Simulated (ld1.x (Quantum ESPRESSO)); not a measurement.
Scattering properties, TM semilocal potential for platinum (Pt)

ld1.x (Quantum ESPRESSO) 7.5 input, shortened:

```
&input
   title='Pt', zed=78., rel=1, dft='PBESOL', iswitch=3,
   config='[Xe] 4f14 5d9 6s1 6p0'
 /
 &inputp
   pseudotype=1, tm=.true., lloc=0,
   nlcc=.true., new_core_ps=.true., rcore=0.60
 /
4
5P  2  1   6.00   0.00  1.15  1.15  0.0
5D  3  2   9.00   0.00  2.30  2.30  0.0
4F  4  3  14.00   0.00  0.65  0.65  0.0
5S  1  0   2.00   0.00  1.20  1.20  0.0
 &test
   configts(1)='4f14 5s2 5p6 5d9 6s1 6p0'
 /
```

Occupied shells without a wave of their own: 6s. They enter only through the test configuration that unscreens the potential, and ld1.x also counts them in the model core charge.

The phase is arctan(r·u′/u) with u = r·R(r), unwrapped; energies in Ry, scanned from -9 to 5 Ry. A pole is an energy at which the radial function vanishes at the test radius. The pseudo phase is shifted by a multiple of π to meet the all-electron one at the reference energy, and phase errors are pseudo minus all-electron; the curves can meet again beyond the range given. Levels narrower than the energy grid can be missing from the lists of poles. n/a: not evaluated, since a narrow level or a reset projector energy made the automatic matching unsafe.

```
channel  radius (bohr)  reference energy (Ry)  poles, all-electron  poles, pseudo  unbroken range about the reference energy with phases within 0.05 rad  phase error 1 Ry above the reference energy (rad)
      s           2.49                  -7.49          -7.47, 2.17    -7.47, 1.86                                                             below -1.0                                             -0.000
      p           2.49                  -4.12          -4.05, 4.06    -4.05, 3.97                                                        the whole range                                             -0.000
      d           2.49                  -0.45                 0.04           0.05                                                              below 2.4                                             +0.004
      f           2.49                  -5.16                 4.13           4.16                                                                    n/a                                                n/a
```

A Bessel basis up to 400 Ry misses an occupied level by 1.14 Ry, so cutoffs and ghosts were not judged. The potential misses its own reference levels by up to 0.4 eV. ld1.x takes every shell without a wave as core, so the model core holds the 6s electrons as well and exchange and correlation see them twice. This cancels in the reference configuration, but the file is broken for other ones, and its errors say nothing about a proper core correction.

Phases in the p channel:

| E (Ry) | all-electron | pseudo |
| --- | --- | --- |
| -9.00 | 1.430 | 1.430 |
| -8.52 | 1.426 | 1.426 |
| -8.04 | 1.421 | 1.421 |
| -7.56 | 1.415 | 1.415 |
| -7.08 | 1.409 | 1.409 |
| -6.60 | 1.401 | 1.401 |
| -6.12 | 1.393 | 1.393 |
| -5.64 | 1.381 | 1.381 |
| -5.16 | 1.365 | 1.365 |
| -4.68 | 1.332 | 1.332 |
| -4.20 | 0.631 | 0.628 |
| -3.72 | -1.734 | -1.734 |
| -3.24 | -1.777 | -1.777 |
| -2.76 | -1.806 | -1.806 |
| -2.28 | -1.837 | -1.837 |
| -1.80 | -1.874 | -1.875 |
| -1.32 | -1.926 | -1.927 |
| -0.84 | -2.004 | -2.006 |
| -0.36 | -2.138 | -2.142 |
| 0.12 | -2.412 | -2.423 |
| 0.60 | -3.040 | -3.070 |
| 1.08 | -3.856 | -3.883 |
| 1.56 | -4.270 | -4.285 |
| 2.04 | -4.456 | -4.466 |
| 2.52 | -4.558 | -4.565 |
| 3.00 | -4.623 | -4.629 |
| 3.48 | -4.669 | -4.675 |
| 3.96 | -4.705 | -4.712 |
| 4.44 | -4.737 | -4.744 |
| 4.92 | -4.765 | -4.773 |
